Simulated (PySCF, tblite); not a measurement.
Species: C₄H₈Cl₂O₂Si.
Atom-mapped SMILES: `[CH3:1][O:2]/[CH:3]=[CH:4]\[O:5][Si@@H:6]([Cl:7])[CH2:8][Cl:9]` (hydrogens: H10, H11, H12 on C1; H13 on C3; H14 on C4; H15 on Si6; H16, H17 on C8)

Cartesian coordinates in Å at the GFN2-xTB level; atoms count from 1:
```xyz
17
C4H8Cl2O2Si angstrom
C     -2.2600    1.3490    0.6353
O     -1.9567    0.7883    1.8977
C     -0.9658   -0.1235    1.9781
C     -0.1765   -0.6620    1.0531
O     -0.2211   -0.3739   -0.2902
Si     0.7466   -0.7274   -1.5285
Cl    -0.1342    0.2395   -3.0424
C      2.5052   -0.0142   -1.2621
Cl     3.2584   -0.8106    0.1537
H     -3.0646    2.0602    0.8158
H     -1.3982    1.8712    0.2151
H     -2.5963    0.5859   -0.0700
H     -0.8342   -0.4396    3.0032
H      0.5732   -1.3769    1.3513
H      0.8444   -2.1600   -1.7736
H      3.1722   -0.1886   -2.1028
H      2.5006    1.0534   -1.0438
```

Computed, not measured: PBE0/pcSseg-1 in PySCF (dipole) on a GFN2-xTB geometry, gas phase.

Take the most abundant isotopes and a rigid rotor. The values belong to one conformer with, in the numbering `[CH3:1][O:2]/[CH:3]=[CH:4]\[O:5][Si@@H:6]([Cl:7])[CH2:8][Cl:9]`, C1–O2–C3–C4 -2°, C3–C4–O5–Si6 170°, C4–O5–Si6–Cl7 -177°, O5–Si6–C8–Cl9 65°.

Problem. Give the principal moments of inertia and the rotational constants in MHz.

Solution. Ia = 488.41, Ib = 752.58, Ic = 1157.48 u·Å²; 505379 MHz·u·Å²/I gives A = 1035, B = 671.5, C = 436.6 MHz.

Problem. What kind of rotor is it?

Solution. An asymmetric top: κ = (2 × 671.5 − 1035 − 436.6)/(1035 − 436.6) = -0.21.

Problem. What does the inertial defect say?

Solution. Not planar: Δ = Ic − Ia − Ib = -83.51 u·Å². For a rigid frame Δ = −2 Σ m c², so Σ m c² = 41.75 u·Å² lies off the ab plane: 11.70 from hydrogen and 30.06 from heavier atoms. The atom farthest from that plane is 1.87 Å away.

Problem. Where do the levels up to J = 5 lie, in MHz?

Solution. Above 0(0,0):
J = 1: 1(0,1) 1108, 1(1,1) 1471, 1(1,0) 1706
J = 2: 2(0,2) 3242, 2(1,2) 3453, 2(1,1) 4157, 2(2,1) 5247, 2(2,0) 5330
J = 3: 3(0,3) 6287, 3(1,3) 6380, 3(1,2) 7770, 3(2,2) 8572, 3(2,1) 8934, 3(3,1) 11020, 3(3,0) 11039
J = 4: 4(0,4) 10186, 4(1,4) 10220, 4(1,3) 12443, 4(2,3) 12938, 4(2,2) 13830, 4(3,2) 15575, 4(3,1) 15701, 4(4,1) 18838, 4(4,0) 18842
J = 5: 5(0,5) 14941, 5(1,5) 14952, 5(1,4) 18049, 5(2,4) 18297, 5(2,3) 19947, 5(3,3) 21256, 5(3,2) 21682, 5(4,2) 24561, 5(4,1) 24593, 5(5,1) 28721, 5(5,0) 28721
Those of J = 1 are B + C, A + C and A + B.

Problem. Which lines would a microwave search look for?

Solution. The dipole components are |μa| = 0.88 D, |μb| = 0.69 D, |μc| = 0.26 D. Intensities carry the squares of the components, which stand as 1.00 : 0.62 : 0.09 (a : b : c). Some lines, for components of 0.1 D or more:

```
type  branch         J(Ka,Kc)   MHz  lower level (cm⁻¹)
   a       Q  3(2,1) ← 3(2,2)   362               0.286
   c       Q  1(1,1) ← 1(0,1)   363               0.037
   b       Q  1(1,0) ← 1(0,1)   598               0.037
   a       Q  2(1,1) ← 2(1,2)   705               0.115
   c       Q  2(2,1) ← 2(1,1)  1090               0.139
   b       Q  2(2,0) ← 2(1,1)  1172               0.139
   a       Q  3(1,2) ← 3(1,3)  1390               0.213
   b       R  1(1,1) ← 0(0,0)  1471               0.000
   c       R  1(1,0) ← 0(0,0)  1706               0.000
   c       Q  3(3,1) ← 3(2,1)  2086               0.298
   b       Q  3(3,1) ← 3(2,2)  2448               0.286
   a       R  2(1,1) ← 1(1,0)  2451               0.057
   a       R  3(1,3) ← 2(1,2)  2927               0.115
   a       R  3(0,3) ← 2(0,2)  3045               0.108
   c       R  2(1,1) ← 1(0,1)  3049               0.037
   a       R  3(2,2) ← 2(2,1)  3324               0.175
   b       R  2(2,1) ← 1(1,0)  3541               0.057
   a       R  3(2,1) ← 2(2,0)  3604               0.178
   a       R  3(1,2) ← 2(1,1)  3612               0.139
   c       R  2(2,1) ← 1(1,1)  3776               0.049
   b       R  2(2,0) ← 1(1,1)  3858               0.049
   b       R  3(2,1) ← 2(1,2)  5481               0.115
   c       R  3(3,0) ← 2(2,0)  5710               0.178
   b       R  3(3,0) ← 2(2,1)  5792               0.175
```

Problem. Estimate the classical rotational partition function at 25 K, 100 K and 200 K.

Solution. Point group C1, symmetry number σ = 1; q = (√π/σ)·√((kT/h)³/(ABC)), k/h = 20836.6 MHz/K: 38300 at 25 K, 306000 at 100 K, 866000 at 200 K.

Its lowest GFN2-xTB frequency is 10 cm⁻¹, too small to tell a flat minimum from a shallow saddle. Constants of a rigid frame at the computed geometry: no zero-point averaging, no centrifugal distortion. A rigid rotor knows nothing of internal rotation, which can split or shift real lines. Quadrupole hyperfine structure (35Cl) is left out.

Hardware: one thread, Arm Neoverse N1 (aarch64), on a shared host. Cost: 97 s of wall time (grids of density and orbitals included), 0.93 GiB resident at most. This is the PBE0/pcSseg-1 job that gave the dipole, with the shieldings it also computed.
